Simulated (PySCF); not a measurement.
**Working out the ionisation energy of As⁺**

As⁺ [Ar] 3d10 4s2 4p2 (3P) → As²⁺ [Ar] 3d10 4s2 4p1 (2P). Computed with PySCF 2.14 in x2c-TZVPall (6s5p4d1f, 48 functions), with scalar relativity by spin-free X2C-1e. Frozen: [Ar] 3d10. Energies in hartree (1 hartree = 27.21139 eV):

```json
{"part": "UHF", "As⁺ (lower)": "-2258.663367", "As²⁺ (upper)": "-2258.004112"}
{"part": "CCSD correlation", "As⁺ (lower)": "-0.067720", "As²⁺ (upper)": "-0.052714"}
{"part": "(T)", "As⁺ (lower)": "-0.001576", "As²⁺ (upper)": "-0.000689"}
```

Question: What does Hartree-Fock give?

Answer: (-2258.004112) − (-2258.663367) = 0.659255 hartree = 17.939 eV.

Question: What do CCSD and CCSD(T) give?

Answer: The CCSD correlation energies differ by 0.015006 hartree = 0.408 eV and the triples by 0.000887 hartree = 0.024 eV, so CCSD gives 18.347 eV and CCSD(T) 18.371 eV.

Reference: 18.589 eV (measured; NIST Atomic Spectra Database, ionization energies), between the lowest levels; spin-orbit coupling is absent from the calculation.

What remains against the reference includes basis incompleteness, the frozen core and higher excitations.
